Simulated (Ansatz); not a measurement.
CH₄ClFOSi (`O[SiH2]C(F)Cl`), relaxed with RKS PBE0-D4/def2-TZVP in Ansatz from a PBE-D4/def2-SVP geometry. The force threshold is 0.005 eV/Å; the program also tests the step.

Charge 0, multiplicity 1.

Start:

```xyz
9

O     0.880    1.509   -0.765
Si    0.282    0.660    0.550
C    -0.234   -1.100   -0.036
F    -0.864   -1.795    0.963
Cl   -1.379   -0.842   -1.440
H     0.279    1.483   -1.534
H    -0.950    1.253    1.173
H     1.402    0.559    1.539
H     0.585   -1.727   -0.451
```

| step | energy (eV) | largest force (eV/Å) | largest move (Å) |
| --- | --- | --- | --- |
| 1 | -26257.1352 | 0.886 | 0.000 |
| 2 | -26257.1798 | 0.577 | 0.027 |
| 3 | -26257.1929 | 0.108 | 0.020 |
| 4 | -26257.1948 | 0.079 | 0.024 |
| 5 | -26257.1967 | 0.091 | 0.049 |
| 6 | -26257.1970 | 0.033 | 0.017 |
| 7 | -26257.1971 | 0.016 | 0.005 |
| 8 | -26257.1971 | 0.005 | 0.002 |

End:

```xyz
9

O     0.888    1.478   -0.748
Si    0.279    0.645    0.525
C    -0.237   -1.101   -0.044
F    -0.835   -1.791    0.975
Cl   -1.403   -0.902   -1.387
H     0.311    1.598   -1.505
H    -0.941    1.254    1.109
H     1.370    0.537    1.520
H     0.569   -1.719   -0.445
```

It took 28 s on 4 threads of an Arm Neoverse V1 on a shared host, with 0.48 GiB of host memory at the peak.
